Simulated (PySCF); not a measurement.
Numbering as in the mapped SMILES `[C:1](#[C:2][CH:3]1[CH2:4][CH2:5]1)[C:6]1=[CH:7][CH2:8][SiH2:9]1` (H(Xn): hydrogen on atom n). Ha(C4), Ha(C5) are cis to C2 on the ring; Hb(C4), Hb(C5) are trans to C2 on the ring.

Computational details: geometry: GFN2-xTB, PBE0/pcSseg-1 with gauge-including orbitals, in PySCF (no relativistic terms, one conformer, no solvent, equivalent nuclei averaged).

List the cross peaks expected in HSQC, COSY and HMBC spectra.

## Answers



HSQC (one-bond C–H):
```
                  δH            δC
        7.14 (H(C7))    162.5 (C7)
        1.90 (H(C8))     18.5 (C8)
        1.51 (H(C3))      3.7 (C3)
0.81 (Hb(C4)/Hb(C5))  12.2 (C4/C5)
0.65 (Ha(C4)/Ha(C5))  12.2 (C4/C5)
```

COSY cross peaks (H two or three bonds apart, from the bond graph; peaks can be absent where the dihedral angle is near 90°):
```
                  δH                    δH
        7.14 (H(C7))          1.90 (H(C8))
       4.97 (H(Si9))          1.90 (H(C8))
        1.51 (H(C3))  0.81 (Hb(C4)/Hb(C5))
        1.51 (H(C3))  0.65 (Ha(C4)/Ha(C5))
0.81 (Hb(C4)/Hb(C5))  0.65 (Ha(C4)/Ha(C5))
```

HMBC (two and three bonds, from the bond graph):
```
                  δH                                            δC
        7.14 (H(C7))              135.3 (C6), 80.9 (C1), 18.5 (C8)
       4.97 (H(Si9))  162.5 (C7), 135.3 (C6), 80.9 (C1), 18.5 (C8)
        1.90 (H(C8))                        162.5 (C7), 135.3 (C6)
        1.51 (H(C3))           107.6 (C2), 80.9 (C1), 12.2 (C4/C5)
0.81 (Hb(C4)/Hb(C5))            107.6 (C2), 12.2 (C4/C5), 3.7 (C3)
0.65 (Ha(C4)/Ha(C5))            107.6 (C2), 12.2 (C4/C5), 3.7 (C3)
```

Shifts are taken against calculated references (same method and geometry level): ¹H (σ = 31.72 ppm), ¹³C (σ = 186.93 ppm) against TMS.

Shifts are as computed. Against solution values, carbons near 30 ppm lie about +3 ppm off and those near 130 ppm about +5 ppm. Of 1309 compounds with measured shifts, 239 miss one by over three times the rms of a fit or turn the order of signals round; such compounds aren't used in these exercises.
